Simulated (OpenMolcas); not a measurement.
# Nb4+: effect of the metal basis

Nb4+ with 4 ligands (chloride) in tetrahedral coordination (Td) at 2.24 Å.

* Program: OpenMolcas 26.06
* Method: SS-CASPT2, IPEA 0.25 Eh, imaginary shift 0.1 Eh (closed shells correlated: 4s 4p and the ligand valence shells)
* Spin-orbit coupling: state interaction with AMFI integrals over the reference wave functions

Fixed: ligand basis ANO-RCC-VDZP, active space 1 electron in 5 orbitals (4d), DKH2 Hamiltonian.

States (labels of Td). Energies in cm-1 above the lowest state or level, χT in cm3 K/mol; 10Dq is the gap between the two states; 10Dq is negative for this site.

```tsv
Run	Metal basis	Ground state	First state of that spin	10Dq	First gap with spin-orbit (degeneracies)	χT at 300 K	Cost
A	ANO-RCC-VDZP	2E	2T2 10100	-10099	10090 (4, 4)	0.341	roughly 14 core-seconds
B	ANO-RCC-VTZP	2E	2T2 9990	-9987	9970 (4, 4)	0.341	roughly 30 core-seconds
```

Against A, |10Dq| changes by -1.1 % in B.

Costs are those of the CASPT2 steps.

Roots that are degenerate in the reference are averaged as groups; the widest CASPT2 spread within a group is 79 cm-1 (the 3-fold group of multiplicity 2 near 9990 cm-1 above the lowest state of its run, B). Shifts and gaps below about the spread of the groups concerned are not significant. Over all roots computed the reference weight is 0.72 in A, 0.71 to 0.72 in B; a low but even weight reflects the number of correlated electrons. An orbital doublet at a regular site is open to a Jahn-Teller distortion, which this geometry leaves out. Ligand-to-metal charge-transfer states are missing. With one d shell and no ligand orbital active, 10Dq can be off by a tenth or more. The least metal-like active orbital is 68 % on the metal (Löwdin) and no ligand orbital is active, so the numbers are rough (holds for A). The least metal-like active orbital is 67 % on the metal (Löwdin) and no ligand orbital is active, so the numbers are rough (holds for B). The distance lies 3 % under the 2.31 Å that this model takes as the normal distance (a Shannon-type radius plus a fixed donor radius); by an R⁻⁵ law this alone changes a d-shell field by about +17 %. No measured value stands beside these numbers; the geometry is a model, was not optimised and need not be the one that this ion takes.
